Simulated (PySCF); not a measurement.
# Mass spectrum arithmetic for `ClC1=CNBC=C1`

Species: `ClC1=CNBC=C1`.

All values are calculated from tables of isotopes.

(1) Molar mass and exact mass?

(2) What cluster does the molecular ion M+• show when like nominal masses merge?

(3) What share of all molecules is the monoisotopic species?

(4) Count the protons, neutrons and electrons of the monoisotopic species, and give its exact less its nominal mass.

(5) Elemental analysis, calculated?

(6) What resolving power m/Δm just matches the spacing of the species with one 15N and with one 13C?

(7) Which m/z would the protonated, sodiated and deprotonated molecule have?

## Answers

(1) For C4H5BClN, with standard atomic weights, 1 × 35.450 + 4 × 12.011 + 1 × 14.007 + 1 × 10.810 + 5 × 1.008 = 113.351 g/mol. From the most abundant isotopes (35Cl, 12C, 14N, 11B, 1H), 1 × 34.968853 + 4 × 12.000000 + 1 × 14.003074 + 1 × 11.009305 + 5 × 1.007825 = 113.0204 u.

(2) 
```
nominal mass  m/z (centroid)  relative intensity
         112        112.0234                24.6
         113        113.0199               100.0
         114        114.0213                12.6
         115        115.0170                32.0
         116        116.0198                 1.5
```

Cut off at 0.1 %. One electron mass, 0.00055 u, is taken off. Abundances used (%; other tables differ somewhat): 35Cl 75.78, 37Cl 24.22; 12C 98.93, 13C 1.07; 14N 99.632, 15N 0.368; 10B 19.9, 11B 80.1; 1H 99.9885, 2H 0.0115.

(3) 0.7578 × 0.9893^4 × 0.99632 × 0.801 × 0.999885^5 = 57.90 %.

(4) 58 protons, 55 neutrons and 58 electrons; 113.0204 − 113 = +0.0204 u.

(5) Cl 31.27 %, C 42.39 %, N 12.36 %, B 9.54 %, H 4.45 %.

(6) They lie 0.00632 u apart at mass 114.02, so m/Δm is about 18000.

(7) [M+H]+ 114.0276, [M+Na]+ 136.0096, [M−H]− 112.0131, for the monoisotopic species (arithmetic only; whether such ions form is another matter).
